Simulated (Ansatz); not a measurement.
**Reading a saddle point**

A first-order saddle point of SiH2ClF3, closed shell, PBE0-D4/def2-TZVP, with one imaginary mode of 646i cm⁻¹:

```tsv
atom	x (Å)	y (Å)	z (Å)
Si1	-0.4768	-0.2413	-0.1199
F2	1.0273	-0.6837	0.7597
F3	-0.0902	-1.1589	-1.3448
F4	-1.5637	0.7237	-0.7837
H5	-1.2714	-0.7967	0.9770
H6	1.4508	0.4737	0.5618
Cl7	0.9239	1.6832	-0.0502
```

Ansatz 0.2.0; basis: def2-TZVPP and def2-QZVPP; cores frozen in the correlated methods. Extrapolation: Hartree–Fock as exp(−7.88 √X), correlation as X^−2.97.

Q: Which contacts change along the imaginary mode, and what lies on either side? (A judgement: the text doesn't fix the answer.)

A: By the calculation: The step is SiHF₃ ([F][SiH]([F])[F]) + HCl → SiHClF₂ ([F][SiH]([F])[Cl]) + HF, with the molecules in contact on both sides. Shortening one way: Si1–Cl7, F2–H6; lengthening the same way: Si1–F2, H6–Cl7.
```json
{"pair": "Si1–Cl7", "one side (Å)": "4.69", "saddle (Å)": "2.38", "other side (Å)": "2.04"}
{"pair": "F2–H6", "one side (Å)": "2.13", "saddle (Å)": "1.25", "other side (Å)": "0.92"}
{"pair": "Si1–F2", "one side (Å)": "1.58", "saddle (Å)": "1.80", "other side (Å)": "3.23"}
{"pair": "H6–Cl7", "one side (Å)": "1.28", "saddle (Å)": "1.45", "other side (Å)": "2.47"}
```

Q: Which side is lower, and how far does the saddle lie above each? (Judge from chemistry; the value comes from the calculation.)

A: By the calculation: The side with Si1–F2, H6–Cl7 short is lower by 0.535 eV; the saddle lies 1.835 eV above it and 1.300 eV above the other (CCSD(T) at an estimated basis limit (MP2 extrapolated from triple and quadruple zeta, plus CCSD(T) − MP2 in triple zeta); electronic energies).

T1 diagnostic: at most 0.012.

Labels in which every atom is bracketed show which atoms are joined, not bond orders.

For scale, one of the runs: CCSD(T)/def2-TZVPP, 205 basis functions, launched by `ansatz run in.yaml --threads 4 --pin off --events-out ev --progress --plain --max-ram 9574MiB`. The run took 74 s on 4 CPU threads of an Arm Neoverse V1 (shared host), with 2.8 GiB of host memory at its peak.
